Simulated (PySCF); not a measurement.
Field gradients at the hydrogen positions

C₆H₉NOSi.
Geometry (GFN2-xTB, Å), atoms numbered from 1 in this order:
```xyz
18
C6H9NOSi angstrom
C      4.5334   -0.0132    0.0218
C      3.3699    0.0228   -0.2688
C      1.9710    0.0955   -0.6217
O      1.4862    1.0027   -1.2689
N      1.2075   -0.9262   -0.1811
Si    -0.4962   -0.8430   -0.6184
C     -1.3164    0.6034    0.2542
C     -2.0321    0.3999    1.5642
C     -2.8175    0.6636    0.3256
H      5.5530   -0.0480    0.2732
H      1.6474   -1.6677    0.3384
H     -0.6044   -0.7770   -2.0722
H     -0.9814   -2.1266   -0.0959
H     -0.8233    1.5613    0.1415
H     -1.9653    1.1801    2.3083
H     -2.0646   -0.5941    1.9850
H     -3.3797   -0.1518   -0.1044
H     -3.2963    1.6247    0.2133
```

Level: PBE0/pcSseg-1 (PySCF, non-relativistic); Q(2H) = 0.00286 b; rigid geometry, the same for H and D, with no vibrational averaging.

Question: Rank these positions by the coupling χzz of a deuteron there, largest first.
A. H13 (Si–H hydrogen)
B. H11 (amide N–H hydrogen)
C. H16 (methylene hydrogen)
D. H10 (alkyne hydrogen)
E. H12 (Si–H hydrogen)
F. H14 (methine hydrogen)

Answer: B (280 kHz), D (262 kHz), C (222 kHz), F (218 kHz), E (110 kHz), A (105 kHz).

Question: What are Vzz, η and χzz (234.96 MHz × Q × Vzz) at all hydrogens?

Answer: 
| atom | bonded to | bond length (Å) | Vzz (au) | η | χzz (kHz) |
| --- | --- | --- | --- | --- | --- |
| H10 | C1 | 1.051 | 0.3899 | 0.01 | 262 |
| H11 | N5 | 1.007 | 0.4164 | 0.16 | 280 |
| H12 | Si6 | 1.459 | 0.1644 | 0.04 | 110 |
| H13 | Si6 | 1.468 | 0.1570 | 0.04 | 105 |
| H14 | C7 | 1.083 | 0.3238 | 0.06 | 218 |
| H15 | C8 | 1.080 | 0.3307 | 0.07 | 222 |
| H16 | C8 | 1.080 | 0.3307 | 0.07 | 222 |
| H17 | C9 | 1.080 | 0.3311 | 0.08 | 222 |
| H18 | C9 | 1.080 | 0.3314 | 0.07 | 223 |

Question: Average by the element that carries the hydrogen.

Answer: on C: 228 kHz over 6 positions, mean bond length 1.076 Å; on N: 280 kHz over 1 position, mean bond length 1.007 Å; on Si: 108 kHz over 2 positions, mean bond length 1.464 Å.

Question: A static deuteron (I = 1) shows a doublet split by (3/2)χ, (3/4)χ(1 + η) and (3/4)χ(1 − η) with the field along z, y and x of the gradient. What are these for H16?

Answer: With |χ| = 222.2 kHz and η = 0.074: 333, 179 and 154 kHz, to first order and without motion.

One conformer (not necessarily the lowest) at the GFN2-xTB geometry, without solvent, vibrations or thermal averaging. GFN2-xTB bond lengths can be off by several hundredths of an ångström, more for odd bonds, and the gradients follow them. A larger basis could move these couplings by a tenth or more.
